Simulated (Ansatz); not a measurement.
Cost and result for the atomization energy of `BCCBO` (13 atoms, 12 bonds).

```json
{"atom": "B1", "x (Å)": "-2.127", "y (Å)": "0.750", "z (Å)": "-0.073"}
{"atom": "C2", "x (Å)": "-0.932", "y (Å)": "-0.218", "z (Å)": "0.106"}
{"atom": "C3", "x (Å)": "0.489", "y (Å)": "0.302", "z (Å)": "-0.142"}
{"atom": "B4", "x (Å)": "1.624", "y (Å)": "-0.644", "z (Å)": "0.386"}
{"atom": "O5", "x (Å)": "2.753", "y (Å)": "-0.926", "z (Å)": "-0.306"}
{"atom": "H6", "x (Å)": "-1.965", "y (Å)": "1.939", "z (Å)": "-0.093"}
{"atom": "H7", "x (Å)": "-3.245", "y (Å)": "0.323", "z (Å)": "-0.129"}
{"atom": "H8", "x (Å)": "-1.108", "y (Å)": "-1.171", "z (Å)": "-0.407"}
{"atom": "H9", "x (Å)": "-1.042", "y (Å)": "-0.497", "z (Å)": "1.174"}
{"atom": "H10", "x (Å)": "0.618", "y (Å)": "0.544", "z (Å)": "-1.205"}
{"atom": "H11", "x (Å)": "0.607", "y (Å)": "1.261", "z (Å)": "0.387"}
{"atom": "H12", "x (Å)": "1.545", "y (Å)": "-1.163", "z (Å)": "1.468"}
{"atom": "H13", "x (Å)": "2.783", "y (Å)": "-0.500", "z (Å)": "-1.168"}
```

The species carries charge 0 and has multiplicity 1. All single points use the PBE0-D4/def2-TZVP geometry. It is one conformer, not always the lowest. Program: Ansatz. All runs use 4 threads of an Arm Neoverse V2 on a shared host. Times are those of one run each, without the atoms' runs, and a repeat can differ threefold. Electronic energies, without spin–orbit coupling; frozen cores. CCSD(T)/CBS adds CCSD(T) − MP2 in def2-TZVPP to the MP2 limit, and its time is that of the two runs behind it. T1 = 0.012. B3LYP takes the VWN-RPA correlation (the form of Gaussian; ORCA's B3LYP/G).

CCSD(T)/CBS is a level of theory with its own doubt, some kJ/mol a heavy atom from the limit and from the frozen cores, so smaller differences don't rank the functionals.

```
                             level  functions  wall time  atomization (kcal/mol)  difference from CCSD(T)/CBS  per bond
   PBE-D4/def2-TZVPP (with forces)        267      2.4 s                  1223.3                         23.6       2.0
                PBE0-D4/def2-TZVPP        267      2.8 s                  1209.0                          9.3       0.8
 B3LYP-D4/def2-TZVPP (with forces)        267      4.1 s                  1206.9                          7.2       0.6
r2SCAN-D4/def2-TZVPP (with forces)        267      4.2 s                  1209.9                         10.2       0.9
                 B2PLYP/def2-TZVPP        267      5.5 s                  1195.3                         -4.4      -0.4
                ωB97X-V/def2-TZVPP        267      7.5 s                  1205.0                          5.3       0.4
  ωB97M-V/def2-TZVPP (with forces)        267       11 s                  1209.1                          9.4       0.8
                    MP2/def2-QZVPP        525       26 s                  1207.3                          7.6       0.6
                CCSD(T)/def2-TZVPP        267    2.9 min                  1174.7                        -25.0      -2.1
                 CCSD(T)/CBS(def2)          –    3.4 min                  1199.7                          0.0       0.0
```

The D4 term adds +7.6 kcal/mol with B3LYP and +4.0 kcal/mol with PBE0; it sums over pairs of atoms, weighted by their polarisabilities, and B3LYP, whose exchange is more repulsive, gets the larger term. From PBE to PBE0 (25 % exact exchange), in def2-TZVPP and without D4, the atomization energy moves by −13.6 kcal/mol: exact exchange takes away binding that semilocal exchange gives to molecules. In def2-TZVPP, CCSD(T) changes the Hartree–Fock value by +251.0 kcal/mol (the triples alone add +13.4 kcal/mol) and MP2 by +268.8 kcal/mol; breaking electron pairs costs correlation energy, which Hartree–Fock lacks.
